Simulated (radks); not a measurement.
Neutral zirconium inside a hard spherical wall (all orbitals vanish at R), configuration held at [Kr] 4d2 5s2 and not refilled when levels cross. Method: scalar-relativistic Kohn-Sham, PBE, spin-polarised, spherical densities, point nucleus; open shells are filled with parallel spins first (spin-orbit coupling, left out, can overturn this in heavy ions); computed with a radial shooting solver on a logarithmic mesh with Libxc functionals. Eigenvalues in eV for spin up, with the zero of energy where the potential of the charges vanishes at infinity; a dash marks a level that is unbound or too diffuse for the functional's potential to be trusted. A positive occupied level is held by the wall or, in an anion where self-interaction has pushed it up, behind a barrier. The pressure on the wall is -dE/dV.

| R (bohr) | E (hartree) | kinetic (hartree) | e(4s) | e(4p) | e(5s) | e(4d) | e(5p, empty) | e(6s, empty) | pressure (GPa) |
|---|---|---|---|---|---|---|---|---|---|
| free | -3598.55241 | 3700.117 | -54.813 | -32.852 | -4.700 | -4.058 | -1.601 | - | 0 |
| 20 | -3598.55241 | 3700.117 | -54.813 | -32.852 | -4.700 | -4.058 | -1.601 | - | < 0.0001 |
| 15 | -3598.55241 | 3700.117 | -54.812 | -32.851 | -4.699 | -4.057 | -1.596 | 0.266 | < 0.0001 |
| 12 | -3598.55225 | 3700.119 | -54.796 | -32.836 | -4.687 | -4.043 | -1.556 | 0.891 | 0.00293 |
| 10 | -3598.55100 | 3700.130 | -54.715 | -32.755 | -4.625 | -3.971 | -1.408 | 2.068 | 0.0348 |
| 6 | -3598.46326 | 3700.582 | -52.639 | -30.727 | -2.617 | -2.165 | 1.829 | 14.967 | 6.05 |
| 3 | -3595.44706 | 3711.161 | -36.044 | -14.571 | 35.252 | 16.803 | 49.250 | 133.33 | 1220 |
| 2 | -3580.37793 | 3757.323 | 2.594 | 28.094 | 166.03 | 70.709 | 190.77 | 422.84 | 21900 |
| 1.5 | -3541.94268 | 3859.007 | 84.007 | 118.16 | 420.58 | 174.06 | 450.30 | 917.08 | 149000 |
